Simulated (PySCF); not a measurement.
**C₆ coefficients of unlike pairs at UHF**

Calculated with PySCF 2.14 from the dipole response of each species, C₆(A,B) = (3/π) ∫ α_A(iu) α_B(iu) du, in atomic units, from isotropic polarisabilities. For ions this is the dispersion term alone; charge-induced terms of lower order in 1/R come first.

```json
{"species": "Te", "configuration": "[Kr] 4d10 5s2 5p4 (3P)", "basis": "aug-cc-pwCVTZ-PP with ECP28MDF (8s7p6d4f1g)", "relativity": "core potential", "α (bohr³)": "37.95", "C₆ (like pair)": "418.0"}
{"species": "Sc³⁺", "configuration": "[Ar] (1S)", "basis": "aug-cc-pVDZ (7s6p4d2f)", "relativity": "none", "α (bohr³)": "2.101", "C₆ (like pair)": "5.321"}
{"species": "Sn⁺", "configuration": "[Kr] 4d10 5s2 5p1 (2P)", "basis": "aug-cc-pVTZ-PP with one added diffuse shell each of d, f type with ECP28MDF (6s5p5d3f)", "relativity": "core potential", "α (bohr³)": "28.94", "C₆ (like pair)": "221.8"}
{"species": "Cr⁺", "configuration": "[Ar] 3d5 (6S)", "basis": "aug-cc-pwCVTZ (10s9p7d4f3g)", "relativity": "none", "α (bohr³)": "8.931", "C₆ (like pair)": "32.34"}
```

(1) Estimate C₆ for Sc³⁺ with Te.

No spin-orbit coupling is included.

The other pairs:

```tsv
pair	C₆
Sn⁺, Sc³⁺	27.78
Cr⁺, Te	112.8
Cr⁺, Sc³⁺	12.35
Sn⁺, Te	304.1
Cr⁺, Sn⁺	81.20
```

Results:

(1) The integral gives 39.31. The combination rule 2 C_A C_B / (C_A α_B/α_A + C_B α_A/α_B) gives 37.30 and the geometric mean 47.16.
